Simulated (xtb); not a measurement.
methylamine (CH₅N), singlet, at a GFN2-xTB geometry; GFN2-xTB in xtb.

Input for xtb:
```
$ xtb mol.xyz --gfn 2 --json

# file mol.xyz
7

C      0.06015742     0.70059241    -0.00131411
N      0.03966195    -0.75172453     0.00299697
H     -0.93451955     1.16943137    -0.01795391
H     -0.46398692    -1.09295311     0.81518120
H     -0.43905591    -1.09816464    -0.82195807
H      0.58603787     1.04291425     0.88931393
H      0.61294631     1.03728935    -0.87767727
```

It wrote (shortened):

```
   ID    Z sym.   atoms
    1    6 C      1
    2    7 N      2
    3    1 H      3-7

           -------------------------------------------------
          |                Calculation Setup                |
           -------------------------------------------------

           -------------------------------------------------
          |                 G F N 2 - x T B                 |
           -------------------------------------------------

          ...................................................
          :                      SETUP                      :
          :.................................................:
          :  # basis functions                  13          :
          :  # atomic orbitals                  13          :
          :  # shells                            9          :
          :  # electrons                        14          :
          :  max. iterations                   250          :
          :  Hamiltonian                  GFN2-xTB          :
          :  restarted?                      false          :
          :  GBSA solvation                  false          :
          :  PC potential                    false          :
          :  electronic temp.          300.0000000     K    :
          :  accuracy                    1.0000000          :
          :  -> integral cutoff          0.2500000E+02      :
          :  -> integral neglect         0.1000000E-07      :
          :  -> SCF convergence          0.1000000E-05 Eh   :
          :  -> wf. convergence          0.1000000E-03 e    :
          :  Broyden damping             0.4000000          :
          :  net charge                          0          :
          :  unpaired electrons                  0          :
          ...................................................

 iter      E             dE          RMSdq      gap      omega  full diag
   1     -7.6694223 -0.766942E+01  0.325E+00   11.33       0.0  T
   2     -7.6836986 -0.142763E-01  0.176E+00   11.60       1.0  T
   3     -7.6843066 -0.607992E-03  0.736E-01   11.63       1.0  T
   4     -7.6843641 -0.575470E-04  0.844E-02   11.55       1.0  T
   5     -7.6843651 -0.967409E-06  0.388E-02   11.55       1.0  T
   6     -7.6843653 -0.189366E-06  0.357E-03   11.55      10.6  T
   7     -7.6843653 -0.402440E-08  0.871E-04   11.55      43.4  T
   8     -7.6843653 -0.123641E-08  0.231E-04   11.55     163.7  T

   *** convergence criteria satisfied after 8 iterations ***

[...]
         :: total energy              -7.587183013131 Eh    ::
[...]
                  HL-Gap            0.4246020 Eh           11.5540 eV
             Fermi-level           -0.1534028 Eh           -4.1743 eV

     #   Z          covCN         q      C6AA      α(0)
     1   6 C        3.680    -0.019    21.139     6.585
     2   7 N        2.627    -0.337    28.665     7.952
     3   1 H        0.923     0.008     2.921     2.673
     4   1 H        0.860     0.135     1.506     1.922
     5   1 H        0.860     0.135     1.506     1.922
     6   1 H        0.925     0.039     2.467     2.456
     7   1 H        0.925     0.039     2.467     2.456

 Mol. C6AA /au·bohr⁶  :        296.822781
 Mol. C8AA /au·bohr⁸  :       5648.781750
 Mol. α(0) /au        :         25.967097

Wiberg/Mayer (AO) data.
largest (>0.10) Wiberg bond orders for each atom

 ---------------------------------------------------------------------------
     #   Z sym  total        # sym  WBO       # sym  WBO       # sym  WBO
 ---------------------------------------------------------------------------
     1   6 C    3.987 --     2 N    1.036     7 H    0.986     6 H    0.986
                             3 H    0.979
     2   7 N    3.000 --     1 C    1.036     4 H    0.970     5 H    0.970
     3   1 H    1.000 --     1 C    0.979
     4   1 H    0.982 --     2 N    0.970
     5   1 H    0.982 --     2 N    0.970
     6   1 H    0.999 --     1 C    0.986
     7   1 H    0.999 --     1 C    0.986
 ---------------------------------------------------------------------------

Topologies differ in total number of bonds
Writing topology from bond orders to xtbtopo.mol

molecular dipole:
                 x           y           z       tot (Debye)
 q only:       -0.185       0.062      -0.003
   full:       -0.556       0.142      -0.009       1.458
molecular quadrupole (traceless):
                xx          xy          yy          xz          yz          zz
 q only:       -0.504       0.977       0.193      -0.016       0.015       0.311
  q+dip:       -0.239       1.873      -0.912      -0.027       0.035       1.151
   full:       -0.618       2.020      -0.442      -0.032       0.036       1.061

           -------------------------------------------------
          | TOTAL ENERGY               -7.587183013131 Eh   |
          | GRADIENT NORM               0.000056666909 Eh/α |
          | HOMO-LUMO GAP              11.554008472799 eV   |
           -------------------------------------------------

normal termination of xtb
```
